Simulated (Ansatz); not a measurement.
**GaCl3 (gallium trichloride (monomer)): the energy to break a bond**

The species is GaCl3 (4 atoms), meant as a singlet with charge 0. SMILES: `[Cl][Ga]([Cl])[Cl]`. The shape was relaxed beforehand at B3LYP/def2-SVP.

```xyz
4

Cl    0.8771    0.3761    1.9105
Ga    0.0138   -0.0151   -0.0051
Cl   -0.0916   -2.0191   -0.7405
Cl   -0.7438    1.5977   -1.1853
```

Wanted: the dissociation energy of the Cl3–Ga2 bond into doublet Cl and doublet GaCl2 (shapes relaxed at B3LYP/def2-SVP, no zero-point term). 1 Eh = 2625.50 kJ/mol = 27.2114 eV. Totals in Eh; open shells run unrestricted unless said.

```
                                    level  program         GaCl3   doublet Cl  doublet GaCl2
                         PBE0-D4/def2-SVP   Ansatz  -3304.242956  -459.838528   -2844.247122
                       CAM-B3LYP/def2-SVP   Ansatz  -3305.094246  -460.004687   -2844.937133
CCSD(T)/def2-SVP, 24 core orbitals frozen   Ansatz  -3301.883562  -459.445994   -2842.284190
```

**Question.** Work out the dissociation energy at each level.

**Answer.** 
1. PBE0-D4/def2-SVP: (-459.838528) + (-2844.247122) − (-3304.242956) = 0.157306 Eh = 413.0 kJ/mol = 4.28 eV.
2. CAM-B3LYP/def2-SVP: (-460.004687) + (-2844.937133) − (-3305.094246) = 0.152426 Eh = 400.2 kJ/mol = 4.15 eV.
3. CCSD(T)/def2-SVP: (-459.445994) + (-2842.284190) − (-3301.883562) = 0.153378 Eh = 402.7 kJ/mol = 4.17 eV.

The levels span 400 to 413 kJ/mol; no measured value is set beside them. A bond enthalpy at 298 K also holds the loss of zero-point energy and thermal terms.
